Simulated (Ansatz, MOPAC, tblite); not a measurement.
# How methods differ on CH3F2Ga (SMILES [CH3][Ga]([F])[F])

CH3F2Ga has 7 atoms, charge 0, and is taken as a singlet. SMILES: `[CH3][Ga]([F])[F]`. The shape is that of a PBE0-D4/def2-TZVP optimisation.

```xyz
7

C    -0.3325    0.8604   -0.2498
Ga    0.3305   -0.8841    0.2609
F     1.3662   -1.1907    1.6342
F    -0.0151   -2.3699   -0.5909
H    -1.2616    0.7587   -0.8094
H    -0.4948    1.4714    0.6376
H     0.4072    1.3543   -0.8824
```

Each level gives the dipole moment (D). The values are calculated.

```
                           level            kind  program  value (D)
                        GFN1-xTB  semi-empirical   tblite       4.51
                            MNDO  semi-empirical    MOPAC       3.71
                             PM7  semi-empirical    MOPAC       4.18
                       IPEA1-xTB  semi-empirical   tblite       4.95
                     PBE/cc-pVDZ             GGA   Ansatz       3.32
PBE/6-31G* (Cartesian functions)             GGA   Ansatz       3.24
                     PBE/cc-pVTZ             GGA   Ansatz       3.36
                 PBE/aug-cc-pVTZ             GGA   Ansatz       3.51
                     PBE/cc-pVQZ             GGA   Ansatz       3.44
```

All-electron rows without a relativistic Hamiltonian named are non-relativistic. The values span 3.24 to 4.95 D.
